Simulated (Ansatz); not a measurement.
Cartesian coordinates in Å:
```
Si 0.727 0.050 -0.094
Sb -1.631 0.742 -0.871
Cl -2.646 -0.555 0.818
H 0.941 0.483 1.311
H 0.874 -1.426 -0.190
H 1.734 0.706 -0.974
```

Total charge 0; spin multiplicity 2. Sb takes the def2 core potential.

**Question.** List the PBE/def2-TZVPP orbital energies in eV (Ansatz 0.2.0). (An estimate is asked.)

**Answer.** Ansatz gave: α occupied: -2738.86, -1779.86, -249.40, -190.10, -189.95, -189.91, -150.33, -137.62, -103.27, -103.19, -103.06, -94.36, -94.33, -94.33, -33.63, -33.60, -33.48, -33.42, -33.41, -20.11, -14.49, -12.72, -9.10, -8.84, -8.66, -8.09, -8.06, -6.43, -5.26. α empty: -2.63, -1.22, 0.05, 0.26, 0.44, 2.27, 2.37, 2.51. β occupied: -2738.85, -1779.86, -249.39, -190.10, -189.91, -189.90, -150.29, -137.62, -103.26, -103.09, -103.05, -94.37, -94.34, -94.33, -33.56, -33.47, -33.46, -33.30, -33.30, -20.03, -14.20, -12.52, -9.01, -8.76, -8.60, -8.02, -7.86, -6.28. β empty: -4.16, -2.39, -1.05, 0.24, 0.32, 0.46, 2.53, 2.63. ⟨S²⟩ = 0.753.
